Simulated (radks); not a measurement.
The vanadium ion V14+, configuration [He] 2s2 2p5.

All-electron calculation, non-relativistic Kohn-Sham, r2SCAN, spin-polarised, spherical densities, point nucleus; open shells are filled with parallel spins first; meta-GGA in the generalised Kohn-Sham scheme. Program: a radial shooting solver on a logarithmic mesh with Libxc functionals.

Energy parts (hartree):
total: -839.35491
kinetic: 839.01428
electron-nucleus: -1819.31392
Hartree: 173.36346
exchange-correlation: -32.41874

Orbitals (lengths in bohr, moments of r in powers of bohr; <r^-3> diverges for s and p1/2; r(90%) holds 90 % of the orbital's charge):
| orbital | occ. | eigenvalue (hartree) | r(90%) | <r^2> | <r> | <r^-3> |
|---|---|---|---|---|---|---|
| 1s up | 1 | -214.4200 | 0.119 | 0.006018 | 0.06698 | - |
| 1s down | 1 | -214.2411 | 0.119 | 0.006006 | 0.06692 | - |
| 2s up | 1 | -38.01899 | 0.462 | 0.1058 | 0.3002 | - |
| 2s down | 1 | -37.74844 | 0.464 | 0.1065 | 0.3011 | - |
| 2p up | 3 | -34.84572 | 0.428 | 0.08427 | 0.2629 | 327.5 |
| 2p down | 2 | -34.49912 | 0.430 | 0.08507 | 0.2641 | 325.1 |

The highest occupied level is 2p down at -938.77 eV. Virial ratio -V/T = 2.00041. The density falls to 0.001 e/bohr^3 at r = 0.98 bohr. The electron density at the nucleus is 8144 e/bohr^3. The spin density at the nucleus is -0.961 e/bohr^3 (1s -4.581, 2s 3.620), a Fermi contact field of -50.4 T. Summed over all electrons, <r^2> = 0.6473 bohr^2, which gives a Langevin (diamagnetic) susceptibility term of -0.513 x 10^-6 cm^3/mol. For comparison, the ionisation energy in NIST's Atomic Spectra Database is 977 eV (semi-empirical). In exact Kohn-Sham theory the highest level is minus the ionisation energy, but local and semilocal functionals leave it too shallow, through self-interaction and a potential that decays too fast; potentials with the right tail come closer.
